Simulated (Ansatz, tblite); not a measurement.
Spin states of the cluster RuO2⁺ (the lowest doublet isomer of a short search), each relaxed with PBE0-D4/def2-TZVP in Ansatz. Electronic energies in the gas phase.

In the def2 sets Ru takes a core potential; there is no spin–orbit coupling. The xTB rows come from tblite. HSE06 is defined as in plane-wave codes, on full-range PBE exchange. The structure comes from a short search, and lower isomers may exist.

Doublet geometry (C2v within 0.1 Å):

Cartesian coordinates in Å:
```
Ru -0.2394 0.3613 -0.0054
O -1.1259 -1.0052 0.0325
O 1.3652 0.6440 -0.0271
```

Quartet geometry (C2v within 0.1 Å):

```tsv
atom	x (Å)	y (Å)	z (Å)
Ru1	0.248	-0.566	0.168
O2	-1.112	-0.352	-0.764
O3	0.863	0.918	0.596
```

Run but left out: HF/STO-3G, HF/def2-TZVP, B2PLYP/def2-TZVP, MP2/def2-TZVP (doublet: ⟨S²⟩ 1.38 to 2.32, where a pure state has 0.75); HF/def2-TZVPP, MP2/def2-TZVPP, CCSD/def2-TZVPP, CCSD(T)/def2-TZVPP (flagged by the program: other amplitudes).

Only these spin states were relaxed. Higher spins weren't run and may lie lower.

Task: Estimate which spin state lies lowest at each of these levels, and by how much: GFN1-xTB; GFN2-xTB; PBE-D4/def2-TZVP; r2SCAN-D4/def2-TZVP; B97M-V/def2-TZVP; PBE0-D4/def2-TZVP; HSE06-D4/def2-TZVP; CAM-B3LYP-D4/def2-TZVP.

Result: 
```json
{"level": "GFN1-xTB", "quartet − doublet (kJ/mol)": "188.8", "lowest of these": "doublet"}
{"level": "GFN2-xTB", "quartet − doublet (kJ/mol)": "164.9", "lowest of these": "doublet"}
{"level": "PBE-D4/def2-TZVP", "quartet − doublet (kJ/mol)": "45.8", "lowest of these": "doublet"}
{"level": "r2SCAN-D4/def2-TZVP", "quartet − doublet (kJ/mol)": "28.1", "lowest of these": "doublet"}
{"level": "B97M-V/def2-TZVP", "quartet − doublet (kJ/mol)": "46.6", "lowest of these": "doublet"}
{"level": "PBE0-D4/def2-TZVP", "quartet − doublet (kJ/mol)": "30.9", "lowest of these": "doublet"}
{"level": "HSE06-D4/def2-TZVP", "quartet − doublet (kJ/mol)": "30.9", "lowest of these": "doublet"}
{"level": "CAM-B3LYP-D4/def2-TZVP", "quartet − doublet (kJ/mol)": "37.9", "lowest of these": "doublet"}
```

Change of the quartet − doublet gap on mixing in exact exchange, in kJ/mol: PBE to PBE0 (25 % exact exchange) -15.0. The xTB methods have no term that favours high spin, so they put low spin too low.

```json
{"state": "doublet", "donor atoms": "2", "mean metal–ligand distance (Å)": "1.629", "range (Å)": "1.63–1.63", "Mulliken spin on the metal (PBE0)": "0.80"}
{"state": "quartet", "donor atoms": "2", "mean metal–ligand distance (Å)": "1.662", "range (Å)": "1.66–1.66", "Mulliken spin on the metal (PBE0)": "1.77"}
```

⟨S²⟩ at PBE0-D4/def2-TZVP: doublet 0.76 (pure 0.75), quartet 3.76 (pure 3.75).
